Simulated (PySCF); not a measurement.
How methods differ on the fine-structure interval of Rh³⁶⁺

Rh³⁶⁺ [He] 2s2 2p5 [2p1/2^2 2p3/2^3, M_J = 3/2] → Rh³⁶⁺ [He] 2s2 2p5 [2p1/2^1 2p3/2^4, M_J = 1/2], as a difference of total energies. All numbers are calculated (PySCF 2.14, the two-component X2C-1e Hamiltonian, in an uncontracted even-tempered set (17 s from 16 bohr⁻², ratio 2.4; 12 p from 20 bohr⁻², ratio 2.4; 5 d from 76 bohr⁻², ratio 2.6; 4 f from 110 bohr⁻², ratio 2.6)). Correlated levels: nothing frozen; the 32 highest virtual spinors dropped. "Screened" scales the spin-orbit matrix elements by Boettger's factors to mimic the two-electron term; Breit and QED terms are absent.

| method | fine-structure interval (cm⁻¹) |
| --- | --- |
| GHF (screened spin-orbit) | 1225000 |
| GMP2 (screened spin-orbit) | 1225900 |
| GHF (bare spin-orbit) | 1284100 |
